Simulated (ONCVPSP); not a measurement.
## carbon: one change to an ONCV potential, before and after

ONCVPSP 4.0.1 input, shortened (lines: element, Z, core and valence counts, functional; n l f; lmax; l rc ep ncon nbas qcut; lloc lpopt rc5 dvloc0; l nproj debl; icmod fcfact rcfact), PW91, scalar-relativistic:

```
  C 6.00    1    2  -109134      upf
    1    0    2.00
    2    0    2.00
    2    1    2.00
    2
    0    1.00    0.00    4    7    5.90
    1    2.90    0.00    4    8    5.20
    2    2.65    0.09    5    9    3.80
    0    5    1.00    0.00
    0    0    2.80
    1    1    2.30
    2    2    1.30
    3    5.25    1.15
```

All-electron outer shells of the reference configuration (PW91, scalar-relativistic, ld1.x):

```tsv
shell	level (eV)	outermost node (bohr)	outermost maximum (bohr)
1s	-273.70	–	0.17
2s	-13.80	0.38	1.22
2p	-5.34	–	1.20
```

Change: core correction Teter function, fcfact 5.25, rcfact 1.48.

Cutoffs: the cutoffs (Ha) at which the residual kinetic energy of the hardest occupied pseudo-wave falls to 1 and 0.1 mHa per electron; they do not see the model core or the augmentation charge, which bear on the density cutoff. Errors are all-electron minus pseudo energies relative to the spin-unpolarised reference configuration.

Predict the effect on cutoff, ghosts and configuration errors.

The potential gets neither clearly harder nor softer (20 Ha and 83 Ha → 20 Ha and 83 Ha); the errors of the 4 common tests hardly move; neither file shows a bound ghost. A model core, the more so a compact one, raises the density cutoff, which this test does not measure.

```csv
quantity,base,changed
"cutoff, loose",20 Ha,20 Ha
"cutoff, tight",83 Ha,83 Ha
bound ghosts,none,none
GHOST(+) flags under 300 eV,none,none
"error for 2s2 2p1, meV [ΔE 10.93 eV]",+123,+124
"error for 2s2 2p0, meV [ΔE 35.16 eV]",+1023,+1031
"error for 2s1 2p0, meV [ΔE 83.42 eV]",+1995,+1986
"error for 2s1 2p2, meV [ΔE 19.67 eV]",-128,-131
s: phases at 1.01 bohr within 0.05 rad from the reference energy up to (Ha; the scan ends near 5),to the end of the scan,to the end of the scan
p: phases at 2.94 bohr within 0.05 rad from the reference energy up to (Ha; the scan ends near 5),0.2,0.2
d: phases at 2.69 bohr within 0.05 rad from the reference energy up to (Ha; the scan ends near 5),to the end of the scan,to the end of the scan
"rms error of d²Exc/dni dnj with the model core, mHa",1.17,0.94
```
